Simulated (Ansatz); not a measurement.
Total energies of B(SMe2)H3 (C₂H₉BS) from Ansatz at r2SCAN-D4/def2-TZVPD, gas phase (1 Eh = 27.2114 eV = 2625.5 kJ/mol). The reference geometry is relaxed at r2SCAN-D4/def2-SVP.

```csv
state,geometry,energy (Eh)
charge 0 singlet,reference,-504.61080
charge -1 doublet,reference,-504.58367
free B atom (doublet),–,-24.63682
free S atom (triplet),–,-398.08409
free C atom (triplet),–,-37.83299
free H atom (doublet),–,-0.49993
```

(1) Work out the vertical electron affinity, to the doublet.

(2) What is the binding energy per atom against free atoms?

(1) E(charge 0 singlet) − E(charge -1 doublet) = -504.61080 − (-504.58367) = -0.02713 Eh = -0.74 eV; negative, so the extra electron isn't bound.

(2) Atoms: 1 × (-24.63682) + 1 × (-398.08409) + 2 × (-37.83299) + 9 × (-0.49993) = -502.88626 Eh. Binding: -502.88626 − (-504.61080) = 1.72454 Eh = 46.93 eV, or 3.61 eV for each of 13 atoms (no zero-point energy, no counterpoise term).

At r2SCAN-D4/def2-TZVPD the highest occupied level of the charge -1 doublet lies above zero (up to 2.05 eV). By energy differences it is unbound by 0.74 eV (vertical, to the charge 0 singlet, at r2SCAN-D4/def2-TZVPD) and held by the finite basis.
